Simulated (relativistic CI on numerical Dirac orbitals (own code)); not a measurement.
# Radial parameters of Pb³³⁺

Computed by Dirac-Coulomb-Breit CI, orbitals from a KLI potential per configuration, a model potential for QED, unscaled Slater integrals (own radial code, finite nucleus).

Slater integrals F^k, G^k are unscaled and averaged over j, outside the closed core [Ar] 3d10; ζ comes from projecting the Hamiltonian with its Breit term on Σ l·s of the shell.

- 4s2.4p6.4d10.4f3: F^2(4f,4f) = 284830, F^4(4f,4f) = 186020, F^6(4f,4f) = 136150, ζ(4f) = 16055 cm⁻¹; <r>(4f) = 0.3698, <r^2>(4f) = 0.1562 (bohr units).
- 4s2.4p6.4d9.4f4: ζ(4d) = 87959, F^2(4f,4f) = 284370, F^4(4f,4f) = 185700, F^6(4f,4f) = 135910, F^2(4d,4f) = 258240, F^4(4d,4f) = 168080, G^1(4d,4f) = 270950, G^3(4d,4f) = 184980, G^5(4d,4f) = 135340, ζ(4f) = 15918 cm⁻¹; <r>(4d) = 0.3893, <r^2>(4d) = 0.1734, <r>(4f) = 0.3703, <r^2>(4f) = 0.1566 (bohr units).
- 4s2.4p6.4d10.4f2.5s: F^2(4f,4f) = 287410, F^4(4f,4f) = 187800, F^6(4f,4f) = 137490, ζ(4f) = 16394, G^3(4f,5s) = 37684 cm⁻¹; <r>(4f) = 0.3669, <r^2>(4f) = 0.1538, <r>(5s) = 0.6657, <r^2>(5s) = 0.4943 (bohr units).

Averages of the first 10 configurations, taken without configuration mixing, which lowers the lowest level and can move excited configurations by several eV; other configurations of the list can lie among them:

| Configuration | Parity | States | Average energy above the lowest level (eV) |
| --- | --- | --- | --- |
| 4s2.4p6.4d10.4f3 | odd | 364 | 19.7 |
| 4s2.4p6.4d9.4f4 | even | 10010 | 286.5 |
| 4s2.4p6.4d10.4f2.5s | even | 182 | 240.6 |
| 4s2.4p6.4d10.4f2.5p | odd | 546 | 329.7 |
| 4s2.4p5.4d10.4f4 | odd | 6006 | 563.8 |
| 4s2.4p6.4d10.4f.5s2 | odd | 14 | 474.3 |
| 4s2.4p6.4d10.4f.5s.5p | even | 168 | 560.1 |
| 4s2.4p6.4d10.4f2.5d | even | 910 | 441.2 |
| 4s.4p6.4d10.4f4 | even | 2002 | 787.3 |
| 4s2.4p6.4d10.4f.5p2 | odd | 210 | 652.4 |
